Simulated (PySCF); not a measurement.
C5H11NOS (charge +1 and doublet state).
Z-matrix (Å and degrees, GFN2-xTB geometry), rows numbered from 1:
```
C 
C   1  1.3141
C   2  1.5213  1  127.81
N   3  1.4107  2  114.58  1  -145.04
S   2  1.8472  1  119.83  3  -179.60
O   5  1.4653  2  102.07  1   150.39
C   5  1.8548  2  101.09  1   -99.29
C   7  1.5118  5  113.12  2   -84.57
H   1  1.0787  2  122.78  3     0.45
H   1  1.0770  2  121.78  3  -179.16
H   3  1.1013  2  105.31  1   -23.67
H   3  1.0950  2  108.33  1    92.09
H   4  1.0051  3  121.67  2  -122.36
H   4  1.0068  3  119.99  2    70.85
H   7  1.0900  5  103.91  2   155.73
H   7  1.0877  5  106.65  2    40.93
H   8  1.0866  7  112.06  5    77.20
H   8  1.0873  7  109.45  5  -163.17
H   8  1.0884  7  110.19  5   -44.74
```

The hyperfine couplings belong to this conformer and change with its torsions.

The species is `O=[S@](C(C[NH2+])=C)CC` [radical] (charge +1).

The calculation used UKS B3LYP, pcH-1 on C H N O S, non-relativistic, mean-field spin-orbit, GIAO in PySCF. One conformer (not necessarily the lowest) at the GFN2-xTB geometry, without solvent, vibrations or thermal averaging. Couplings are sensitive to structure, and on GFN2-xTB geometries they can be far from those on DFT ones, by a factor of two or more for some ions and for spin on atoms past the first row. Stability of the SCF solution: not tested.

Question: Match the computed a_iso(13C) values -23.0, -14.1, -7.5, -1.5, +1.4 MHz with the sites C1; C2; C3; C7; C8.

Answer: 
```tsv
site	a_iso (MHz)	ρ(0) (bohr⁻³)	position	distance from N4 (Å)	spin population	largest |T| (MHz)
C1	-7.5	-0.0067	3 bonds from N4	3.66	-0.02	2.7
C2	-14.1	-0.0126	2 bonds from N4	2.47	+0.08	22.2
C3	-23.0	-0.0204	1 bond from N4	1.41	-0.03	4.8
C7	-1.5	-0.0014	2 bonds from O6	3.84	0.00	1.2
C8	+1.4	+0.0013	3 bonds from O6	3.59	0.00	1.0
```

ρ(0) is the spin density at the nucleus and T the dipolar tensor; a_iso includes a spin–orbit part; entries for several nuclei are means. The Mulliken spin populations are largest on N4 (+0.52), O6 (+0.34), C2 (+0.08) and S5 (+0.07). The angles at N4 add up to 358.7°, so it is planar; its axial dipolar tensor and the negative couplings of its protons fit spin in a p orbital normal to that plane. Main spin sites, with 60 % or more of the largest population: N4, O6; positions count bonds from the nearest.

Class means assume fast exchange of nuclei equivalent by connectivity; if that motion is slow, each nucleus keeps its own coupling. H13 and H14 aren't averaged: N4 is flat or nearly so (angle sum 359°), and its turn about the short N4–C3 bond (1.41 Å) is taken as slow.

The SMILES `C=C(C[NH2+])[S@@](=O)CC` draws the unpaired electron on N4, whose computed spin population is only +0.52.

On one thread, Arm Neoverse V2 (aarch64), no GPU, shared host, this took 2.4 min wall (with the writing of density and orbital grids) and 1.0 GiB of memory at its peak.
